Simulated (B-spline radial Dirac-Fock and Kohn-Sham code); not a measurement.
What relativity does to the binding energies of Pd⁷⁺

System: palladium as Pd⁷⁺, configuration [Kr] 4d3.

Both columns are ΔSCF binding energies of the configuration average from a radial atomic solver: non-relativistic Hartree-Fock with a point nucleus, and Dirac-Fock with a finite nucleus and the Coulomb interaction alone, averaged over the two j levels with weights 2j+1.

```
shell  Hartree-Fock (eV)  Dirac-Fock (eV)  shift (eV)  shift (%)
   1s            23837.0          24562.0     +724.97      +3.04
   2s             3583.9           3758.1     +174.22      +4.86
   2p             3324.2           3372.6      +48.36      +1.45
   3s              776.4            811.4      +35.06      +4.52
   3p              671.8            681.8      +10.00      +1.49
   3d              479.6            474.0       -5.58      -1.16
   4s              212.2            219.1       +6.84      +3.23
   4p              174.8            176.5       +1.65      +0.94
   4d              119.8            118.8       -1.01      -0.84
```

Relativity binds 1s, 2s, 2p, 3s, 3p, 4s, 4p more strongly, among those listed most of all 2s in relative terms, and 3d, 4d more weakly, because the contracted s and p shells screen the nucleus better.

Values without a named source are computed, but for edge energies of neutral atoms, which are taken from tables.
